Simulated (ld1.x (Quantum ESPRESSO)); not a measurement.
## An all-electron radial function and its pseudo partner (He)

Columns: radius, all-electron u(r) and pseudo u(r) of the 1s shell (level -15.76 eV) of helium in the configuration 1s2; PBE, non-relativistic, TM scheme, ld1.x (Quantum ESPRESSO) 7.5.

| r (bohr) | all-electron | pseudo |
| --- | --- | --- |
| 0.025 | 0.1144 | 0.0961 |
| 0.050 | 0.2175 | 0.1906 |
| 0.075 | 0.3103 | 0.2820 |
| 0.100 | 0.3936 | 0.3690 |
| 0.125 | 0.4682 | 0.4502 |
| 0.150 | 0.5347 | 0.5245 |
| 0.175 | 0.5938 | 0.5911 |
| 0.200 | 0.6462 | 0.6496 |
| 0.225 | 0.6925 | 0.7000 |
| 0.250 | 0.7331 | 0.7426 |
| 0.275 | 0.7685 | 0.7781 |
| 0.300 | 0.7993 | 0.8076 |
| 0.325 | 0.8257 | 0.8320 |
| 0.350 | 0.8482 | 0.8524 |
| 0.375 | 0.8672 | 0.8695 |
| 0.400 | 0.8829 | 0.8839 |
| 0.425 | 0.8956 | 0.8960 |
| 0.450 | 0.9057 | 0.9057 |
| 0.475 | 0.9133 | 0.9133 |
| 0.500 | 0.9186 | 0.9186 |
| 0.525 | 0.9220 | 0.9220 |
| 0.550 | 0.9235 | 0.9235 |
| 0.575 | 0.9234 | 0.9234 |
| 0.600 | 0.9217 | 0.9217 |
| 0.625 | 0.9188 | 0.9188 |
| 0.650 | 0.9146 | 0.9146 |

(1) How many radial nodes do the two functions have?

(2) At about which radius was the pseudo-wave matched?

(3) Where does each function peak?

(4) Is the pseudo-wave norm-conserving?

Answers

(1) The all-electron 1s function has n − l − 1 = 0; the pseudo-wave has 0.

(2) 0.50 bohr. The columns agree to 0.0005 from 0.42 bohr on; several derivatives are matched, so the curves merge somewhat inside the radius.

(3) Outermost all-electron maximum near 0.55 bohr, pseudo maximum near 0.55 bohr (to the table’s step).

(4) Yes: the TM scheme keeps the norm inside the radius equal to the all-electron one, which fixes the energy derivative of the logarithmic derivative at the level.
